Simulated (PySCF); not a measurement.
A calculated (M06-2X, PySCF 2.14, def2-TZVP, no relativity, point nucleus) atom or ion has these occupied shells.

| shell | electrons | orbital energy (eV) | rms radius, mean of both spins (bohr) |
| --- | --- | --- | --- |
| 1s α | 1 | -12428.9 | 0.0521 |
| 1s β | 1 | -12428.6 | 0.0521 |
| 2s α | 1 | -1614.1 | 0.217 |
| 2s β | 1 | -1613.9 | 0.217 |
| 2p α | 3 | -1452.3 | 0.191 |
| 2p β | 3 | -1452.1 | 0.191 |
| 3s α | 1 | -232.53 | 0.627 |
| 3s β | 1 | -232.18 | 0.627 |
| 3p α | 3 | -176.35 | 0.642 |
| 3p β | 3 | -175.90 | 0.642 |
| 3d α | 5 | -74.784 | 0.693 |
| 3d β | 5 | -74.519 | 0.693 |
| 4s α | 1 | -31.213 | 1.94 |
| 4s β | 1 | -25.617 | 1.94 |
| 4p α | 3 | -18.892 | 2.25 |

Problem. Name the element and its charge.

Solution. Se⁺ (selenium, charge +1), in [Ar] 3d10 4s2 4p3, high-spin 4S determinant.
